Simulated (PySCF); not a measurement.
CHF2, SMILES F[CH]F (connectivity only; charge and spin as stated), charge +1, multiplicity 1. The structure is a stationary point at PBE0-D3(BJ)/def2-TZVP. The multiplicity is an assumed one; other spin states were not compared. The isomer is the one that the SMILES or the coordinates give; other isomers of the formula were not compared.

TDDFT-CAM-B3LYP/def2-TZVPD run with PySCF puts the lowest singlet excitations at 7.83, 8.37, 10.43, 12.82, 12.87, 12.98 eV.

**Question.** What are the lowest excitation roots from PySCF with ADC(2)/aug-cc-pVDZ? (The exact figures need the calculation; the answer reports its results.)

**Answer.** 7.89, 8.18, 9.51, 12.44, 13.09, 13.38 eV. S1 differs by 0.06 eV (second minus first; roots are paired by order, and the bases may differ).
